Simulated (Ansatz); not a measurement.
`[SiH3][SiH2][InH2]` + H₂ → `[InH3]` + `[SiH3][SiH3]`  (hydrogenolysis of the In–Si bond)

Gas-phase electronic energies from Ansatz, PBE0-D4/def2-TZVP geometries. CCSD(T)/CBS adds triple-zeta CCSD(T) − MP2 to the extrapolated MP2 energy (def2 sets, frozen cores). This one scheme is used for every species. Functionals use def2-TZVPP. Elements past krypton have def2 core potentials. For In outer-core shells are correlated without core-valence functions, which leaves a few kJ/mol of doubt a bond.

`[SiH3][SiH2][InH2]`:

```xyz
10

Si    1.402   -1.162   -0.016
Si   -0.808   -0.479   -0.365
In   -1.102    1.973    0.349
H     1.617   -2.582   -0.404
H     1.757   -1.005    1.421
H     2.327   -0.310   -0.814
H    -1.136   -0.681   -1.806
H    -1.695   -1.378    0.429
H    -0.984    3.256   -0.803
H    -1.379    2.369    2.008
```

H₂:

Cartesian coordinates in Å:
```
H -0.247 -0.172 0.220
H 0.247 0.172 -0.220
```

`[InH3]`:

Cartesian coordinates in Å:
```
In 0.000 0.000 0.000
H -0.035 -1.721 -0.095
H -1.296 0.848 0.758
H 1.331 0.873 -0.662
```

`[SiH3][SiH3]`:

Z-matrix (Å, degrees):
```
Si
Si 1 2.338
H 1 1.488 2 110.3
H 1 1.488 2 110.3 3 120.0
H 1 1.488 2 110.3 3 -120.0
H 2 1.488 1 110.3 3 59.9
H 2 1.488 1 110.3 3 179.9
H 2 1.488 1 110.3 3 -60.1
```

```csv
level,ΔE (kJ/mol)
PBE-D4,30.4
revPBE-D4,30.3
BLYP-D4,22.5
PBE0-D4,25.1
ωB97M-V,15.2
BLYP,12.8
PBE0,20.2
HF/def2-TZVPP,-12.3
```

Question: What does CCSD(T)/CBS give? (An estimate is asked.)

Answer: Computed: +24.6 kJ/mol. The listed levels differ from it by 5.8, 5.7, -2.1, 0.5, -9.4, -11.8, -4.4, -36.9 kJ/mol.

Largest T1 diagnostic among the species: 0.014.

The D4 term adds +8.7 kJ/mol with B3LYP and +4.9 kJ/mol with PBE0; it sums over pairs of atoms, weighted by their polarisabilities, and B3LYP, whose exchange is more repulsive, gets the larger term. From r2SCAN to r2SCAN0 (25 % exact exchange), in def2-TZVPP and without D4, ΔE moves by −3.3 kJ/mol.

B3LYP here is the variant with VWN-RPA as its local correlation; programs differ in this.
